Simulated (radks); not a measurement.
Q: Au+, configuration [Kr] 4d10 4f14 5s2 5p5 5d10 5f1 (not the ground configuration). Calculated with a radial shooting solver on a logarithmic mesh with Libxc functionals: scalar-relativistic Kohn-Sham, RPBE, spin-unpolarised, spherical densities, finite nucleus; Fermi nuclear charge, rms radius 5.4371 fm. Some entries of the table are withheld. Estimate them.

| orbital | occ. | eigenvalue (eV) | <r> (bohr) | <1/r> (bohr^-1) |
|---|---|---|---|---|
| 1s | 2 | -80765.88 | 0.01687 | 95.71 |
| 2s | 2 | -14268.60 | 0.07113 | 22.45 |
| 2p | 6 | -12341.42 | 0.06424 | 19.97 |
| 3s | 2 | -3383.777 | 0.1838 | 8.322 |
| 3p | 6 | -2824.478 | (1) | 7.593 |
| 3d | 10 | -2226.178 | 0.1677 | 7.145 |
| 4s | 2 | -750.7981 | 0.4071 | 3.566 |
| 4p | 6 | -567.3273 | 0.4335 | 3.221 |
| 4d | 10 | -346.7454 | 0.4582 | 2.887 |
| 5s | 2 | -128.1309 | 0.9239 | (2) |
| 4f | 14 | -101.8295 | 0.4977 | 2.465 |
| 5p | 5 | -79.2230 | 1.064 | 1.247 |
| 5d | 10 | -24.6238 | 1.474 | 0.8876 |
| 6s | 0 | -19.3039 | 2.441 | 0.5215 |
| 6p | 0 | -11.3115 | 3.200 | 0.3913 |
| 6d | 0 | -4.7126 | 5.816 | 0.2131 |
| 5f | 1 | -2.5140 | 8.427 | 0.1359 |

A: 
(1) 3p <r> (bohr): 0.1851
(2) 5s <1/r> (bohr^-1): 1.465
